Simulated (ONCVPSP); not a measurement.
## BLYP ONCV dataset for Tb, fully relativistic all-electron reference.

- Element: Tb (Z = 65)
- Generator: ONCVPSP 4.0.1
- Type: optimised norm-conserving Vanderbilt (ONCV)
- Functional: BLYP
- Relativity: fully relativistic
- Frozen core: [Kr] 4d10 4f8
- Valence charge: 11
- Reference configuration: 5s2 5p6 5d1 6s1.5 6p0.5
- Partial waves: 5s+6s: rc 2.25 bohr, ncon 4, nbas 7, qcut 4.3 1/bohr, 2 projectors; 5p+6p: rc 2.60 bohr, ncon 4, nbas 9, qcut 6.2 1/bohr, 2 projectors; 5d: rc 3.50 bohr, ncon 4, nbas 9, qcut 4.1 1/bohr, 1 projector
- Local potential: polynomial inside 1.80 bohr (lpopt 3, dvloc0 0 Ha)
- Core correction: none

Open shells are filled in proportion to 2j + 1.

All-electron outer shells of the reference configuration (BLYP, scalar-relativistic, ld1.x):

| shell | level (eV) | outermost node (bohr) | outermost maximum (bohr) |
| --- | --- | --- | --- |
| 4d | -154.25 | 0.26 | 0.55 |
| 5s | -51.73 | 0.64 | 1.18 |
| 5p | -28.32 | 0.69 | 1.33 |
| 4f | -9.40 | – | 0.55 |
| 6s | -4.47 | 1.57 | 3.28 |
| 5d | -2.83 | 0.77 | 1.94 |
| 6p | -1.50 | 1.89 | 4.48 |

Q: Does the generator finish with these settings?

A: Yes, a potential is produced and its reference levels are reproduced.

Q: Estimate the cutoffs (Ha) at which the residual kinetic energy of the hardest occupied pseudo-wave falls to 1 and 0.1 mHa per electron.

A: 8.9 Ha and 13 Ha.

Q: Does the potential have ghost states?

A: No bound ghost flagged; GHOST(+) flagged for d3/2 at 205.3 eV.

Q: Tests: 5s2 5p6 5d1 6s2 6p0; 5s2 5p6 5d1 6s1 6p0; 5s2 5p6 5d1 6s0 6p0; 5s2 5p6 5d1 6s0 6p1. Which has the largest error in its energy relative to the reference configuration, and how large is it?

A: 5s2 5p6 5d1 6s0 6p0, with +5.1 meV (all-electron minus pseudo) on +17.59 eV.
